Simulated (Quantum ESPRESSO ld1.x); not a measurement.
Q: The mean radii <r> (bohr) of the occupied orbitals of an atom or ion are listed with their occupations. All-electron calculation, Dirac Kohn-Sham, revPBE, spin-unpolarised, spherical densities, point nucleus. Program: ld1.x of Quantum ESPRESSO 7.5.

orbital  occ.      <r>
1s1/2       2  0.08570
2s1/2       2   0.4133
2p1/2       2   0.3744
2p3/2       4   0.3768
3s1/2       2    1.329
3p1/2       2    1.463
3p3/2       2    1.469

Name the element and its charge. Open shells, if any, fill j = l - 1/2 first.

A: Z = 18, argon, charge +2: Ar2+ in [Ne] 3s2 3p4. The 1s radius gives Z: for a bare nucleus <r> = (2 gamma + 1)/(2Z) with gamma = sqrt(1 - (Z/c)^2), 0.08285 bohr for Z = 18, and screening makes it slightly larger (0.08570 here). The occupations add up to 16, and the charge is Z minus that.
